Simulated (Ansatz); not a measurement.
Reaction (formal hydrolysis of a W–Cl bond): `[NH]=[W](=[NH])([OH])[Cl]` + H₂O → `[NH]=[W](=[NH])([OH])[OH]` + HCl

Program: Ansatz. Geometries: PBE0-D4/def2-TZVP. ΔE: electronic, gas phase. CBS: MP2 limit from def2 TZ/QZ plus the TZ coupled-cluster correction, frozen cores. This one scheme is used for every species. Functionals use def2-TZVPP. HSE06 is defined as in plane-wave codes. def2 core potentials past Kr. For W outer-core shells are correlated without core-valence functions, which leaves a few kJ/mol of doubt a bond. One conformer a species, not always the lowest.

Problem. Is it downhill or uphill in electronic energy at CCSD(T)/CBS, and by how much? (Best estimate.)

Solution. Computed: Uphill: ΔE = +42.2 kJ/mol.

Problem. What do these levels give: PBE-D4, B97M-V, HSE06-D4, BHLYP-D4, ωB97M-V, revPBE, r2SCAN0, MP2/def2-SVP, CCSD(T)/def2-SVP, SCS-MP2/def2-QZVPP, HF/CBS(def2), MP2/CBS(def2)? (An estimate is asked.)

Solution. The calculation gave: PBE-D4 36.9, B97M-V 36.2, HSE06-D4 40.3, BHLYP-D4 37.8, ωB97M-V 34.0, revPBE 36.2, r2SCAN0 38.3, MP2/def2-SVP 43.8, CCSD(T)/def2-SVP 32.6, SCS-MP2/def2-QZVPP 49.1, HF/CBS(def2) 33.9, MP2/CBS(def2) 57.2 kJ/mol.

Largest T1 diagnostic among the species: 0.020, so the coupled-cluster value is less sure than usual.

At CCSD(T), def2-SVP lies −9.6 kJ/mol from the extrapolated value and def2-TZVPP −4.4 kJ/mol. In def2-TZVPP, CCSD(T) changes the Hartree–Fock value by +4.6 kJ/mol (the triples alone add +2.4 kJ/mol) and MP2 by +19.6 kJ/mol. Leaving LDA and LC-ωPBE aside and taking each functional with its dispersion term where it has one, the values, not all of them listed here, spread over 15.5 kJ/mol, from CAM-B3LYP-D4 to PBE-QIDH. LDA lies −3.8 kJ/mol from PBE without D4.
